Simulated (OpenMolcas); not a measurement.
V3+: effect of the metal basis

V3+ with 6 ligands (fluoride) in trigonal prismatic coordination (D3h) at 1.95 Å, a polar angle of 48.1° against the regular 49.1°. A charge of +0.5 e stands 2.6 Å behind each ligand.

```
Program             : OpenMolcas
Method              : CASSCF
Spin-orbit coupling : RASSI with atomic mean-field integrals over the reference wave functions
```

Fixed: ligand basis ANO-RCC-VDZP, active space 2 electrons in 5 orbitals (3d), DKH2 Hamiltonian.

States (labels of D3, the rotations of D3h). Energies in cm-1 above the lowest state or level, χT in cm3 K/mol.

```json
{"Run": "A", "Metal basis": "ANO-RCC-VDZP", "Ground state": "3E", "First state of that spin": "3A2 9686", "First gap with spin-orbit (degeneracies)": "188.1 (2, 2)", "χT at 300 K": "0.877", "First state of another spin": "1A1 13516", "Cost": "roughly 27 core-seconds"}
{"Run": "B", "Metal basis": "ANO-RCC-VTZP", "Ground state": "3E", "First state of that spin": "3A2 9615", "First gap with spin-orbit (degeneracies)": "185.4 (2, 2)", "χT at 300 K": "0.885", "First state of another spin": "1A1 13472", "Cost": "roughly 50 core-seconds"}
```

Against A, the first state of the same spin changes by -0.7 % in B.

Costs are those of the RASSCF and RASSI steps.

An orbital doublet at a regular site is open to a Jahn-Teller distortion, which this geometry leaves out. Without dynamic correlation the repulsion within the d shell is too large (B by tens of per cent), so at a given field states of lower spin stand too high. Ligand-to-metal charge-transfer states are missing. With no ligand orbital active B as a rule stays too high, so bands that hang on it stand too high and its fall with covalency is understated. With metal d orbitals alone and no dynamic correlation the field as a rule comes out too small, by tens of per cent, by up to half for chloride and softer ligands. No measured value stands beside these numbers; the geometry is a model, was not optimised and need not be the one that this ion takes.
